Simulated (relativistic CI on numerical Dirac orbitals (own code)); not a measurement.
**Slater and spin-orbit integrals, Nd¹⁴⁺**

These numbers are calculated, not measured: Dirac-Coulomb-Breit CI, KLI orbitals optimised for each configuration, model QED (radiative potential, 1s self-energy scaled to tabulated hydrogen-like ionisation energies), unscaled Slater integrals (own radial code, finite nucleus).

Slater integrals F^k, G^k are unscaled and averaged over j, outside the closed core [Ar] 3d10; ζ comes from projecting the Hamiltonian with its Breit term on Σ l·s of the shell.

- 4s2 4p6 4d9 4f: ζ(4d) = 13838, F^2(4d,4f) = 143450, F^4(4d,4f) = 93502, G^1(4d,4f) = 166720, G^3(4d,4f) = 107850, G^5(4d,4f) = 77206, ζ(4f) = 1311.3 cm⁻¹; <r>(4d) = 0.6654, <r^2>(4d) = 0.5078, <r>(4f) = 0.7205, <r^2>(4f) = 0.6062 (bohr units).
- 4s2 4p6 4d9 5s: ζ(4d) = 14100, G^2(4d,5s) = 23701 cm⁻¹; <r>(4d) = 0.6604, <r^2>(4d) = 0.5003, <r>(5s) = 1.183, <r^2>(5s) = 1.558 (bohr units).
- 4s2 4p5 4d10 4f: ζ(4p) = 127700, F^2(4p,4f) = 149260, G^2(4p,4f) = 131340, G^4(4p,4f) = 91904, ζ(4f) = 1322 cm⁻¹; <r>(4p) = 0.6242, <r^2>(4p) = 0.4413, <r>(4f) = 0.7196, <r^2>(4f) = 0.6049 (bohr units).

Averages of the first 9 configurations, taken without configuration mixing, which lowers the lowest level and can move excited configurations by several eV; other configurations of the list can lie among them:

| Configuration | Parity | States | Average energy above the lowest level (eV) |
| --- | --- | --- | --- |
| 4s2 4p6 4d10 | even | 1 | 0.0 |
| 4s2 4p6 4d9 4f | odd | 140 | 125.9 |
| 4s2 4p6 4d9 5s | even | 20 | 126.8 |
| 4s2 4p5 4d10 4f | even | 84 | 251.2 |
| 4s2 4p6 4d9 5p | odd | 60 | 154.8 |
| 4s 4p6 4d10 4f | odd | 28 | 335.2 |
| 4s2 4p6 4d9 5d | even | 100 | 195.6 |
| 4s2 4p6 4d9 6s | even | 20 | 235.3 |
| 4s2 4p5 4d10 5s | odd | 12 | 253.1 |
